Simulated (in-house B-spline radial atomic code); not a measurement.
Orbital energies and mean radii along the 8-electron series, configuration [He] 2s2 2p4. The effective charge is n√(-2ε), a non-relativistic measure. Computed with a radial B-spline atomic code at the basis-set limit: Dirac-Hartree-Fock, average of the configuration, finite nuclei.

```
  ion   Z  energy of 2p3/2 (Eh)  mean radius of 2p3/2 (bohr)  energy of 2s1/2 (Eh)  mean radius of 2s1/2 (bohr)  energy of 2p1/2 (Eh)  mean radius of 2p1/2 (bohr)  energy of 1s1/2 (Eh)  mean radius of 1s1/2 (bohr)  effective charge of 2p3/2
Ni20+  28               -64.758                      0.20426               -69.216                      0.23395               -65.475                      0.20149               -344.65                     0.053895                     22.761
Cu21+  29               -70.606                      0.19616                -75.35                       0.2248               -71.444                      0.19329               -371.74                      0.05195                     23.767
Zn22+  30               -76.707                      0.18866               -81.753                      0.21631                -77.68                      0.18571                -399.9                     0.050134                     24.772
Ga23+  31               -83.059                      0.18172               -88.425                      0.20841               -84.185                      0.17867               -429.13                     0.048436                     25.777
Ge24+  32               -89.665                      0.17526               -95.369                      0.20104                -90.96                      0.17213               -459.43                     0.046843                     26.783
As25+  33               -96.523                      0.16925               -102.59                      0.19416               -98.006                      0.16602               -490.82                     0.045347                     27.788
Se26+  34               -103.63                      0.16363               -110.08                       0.1877               -105.33                       0.1603               -523.29                     0.043938                     28.794
Br27+  35                  -111                      0.15836               -117.85                      0.18164               -112.92                      0.15495               -556.85                     0.042609                     29.799
Kr28+  36               -118.62                      0.15342               -125.89                      0.17594               -120.79                      0.14991               -591.51                     0.041354                     30.805
Rb29+  37               -126.49                      0.14878               -134.22                      0.17056               -128.94                      0.14518               -627.27                     0.040165                     31.811
Sr30+  38               -134.62                       0.1444               -142.83                      0.16548               -137.37                      0.14071               -664.15                     0.039039                     32.817
```

Question: How does the screening of 2p3/2 change?

Answer: Z less the effective charge goes from 5.24 at Z = 28 to 5.18 at Z = 38.
